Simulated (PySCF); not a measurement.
PdF3: from structure and modes to constants

All numbers come from UPBE0/[Pd def2-TZVP with ECP28, F def2-TZVP], scalar-relativistic core potentials, density fitting, no spin–orbit coupling, PySCF.

The doublet minimum has Cs symmetry. Masses (u): Pd 105.90348, F 18.99840.

```xyz
4
charge 0 multiplicity 2, angstrom
Pd   -0.1784    0.0000   -0.0529
F     1.6722    0.0000    0.1075
F    -0.3534    1.8158    0.1079
F    -0.3534   -1.8158    0.1079
```

Harmonic wavenumbers (cm⁻¹): 90.5 (a', ×1), 176.7 (a'', ×1), 204.2 (a', ×1), 596.8 (a', ×1), 640.4 (a', ×1), 704.8 (a'', ×1).

Q: Find the principal moments of inertia and the rotational constants. What kind of rotor is it?

A: About the centre of mass I = 62.192, 126.09, 186.66 u Å². With B = 16.8576/I this gives 0.2711, 0.1337, 0.09031 cm⁻¹. The molecule is an asymmetric top with κ = -0.52.

Q: What is the harmonic zero-point energy?

A: Half the sum of all 6 wavenumbers, 2413/2 = 1207 cm⁻¹, which is 14.4 kJ/mol (1 cm⁻¹ = 0.0119627 kJ/mol).

Q: Give the standard entropy (298.15 K, 1 bar) by its translational, rotational, vibrational and spin parts, and Cp.

A: Sackur–Tetrode with M = 162.90 u gives 172.4; rotation with symmetry number 1 gives 107.5; vibration 38.7; spin R ln 2 = 5.8. The total is 324.4 J/(mol K), and Cp = 4 R + 35.4 = 68.7 J/(mol K).

This need not be the most stable arrangement of these atoms. With open d or f shells other occupations or spin states may lie lower.
